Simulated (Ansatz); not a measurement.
Basis sets compared for the cluster AlSi6 (the lowest doublet isomer of a short search). The state is a doublet with charge 0. Geometry B3LYP-D4/def2-SVP. Ansatz on 4 threads of Intel Xeon on a shared host; times are rough, and most runs start from earlier orbitals.

```xyz
7

Al   -0.247   -0.507    1.760
Si   -0.187    1.027   -2.144
Si   -1.566   -0.368   -0.841
Si   -1.041   -2.273    0.294
Si    1.670    0.975    1.610
Si    0.240    1.799    0.038
Si    1.131   -0.653   -0.716
```

Another isomer (doublet) lies 0.20 eV lower at PBE0-D4/def2-TZVP; other spin states weren't run for this one.

Binding counts from free atoms (Al doublet, Si triplet) in the same basis, without a counterpoise term.

```
           level  functions  energy (Eh)  HOMO (eV)  LUMO (eV)  binding per atom (eV)  wall time
 PBE-D4/def2-SVP        126   -1977.7484      -5.24      -4.66                   3.35      5.5 s
PBE0-D4/def2-SVP        126   -1977.8990      -5.99      -4.09                   3.20        9 s
```

**Question.** Estimate the rows for PBE-D4/def2-TZVP (with forces), PBE0-D4/def2-TZVP.

**Answer.** 
```tsv
level	functions	energy (Eh)	HOMO (eV)	LUMO (eV)	binding per atom (eV)	wall time
PBE-D4/def2-TZVP (with forces)	259	-1978.4369	-5.12	-4.53	3.39	15 s
PBE0-D4/def2-TZVP	259	-1978.5829	-5.85	-3.91	3.26	38 s
```
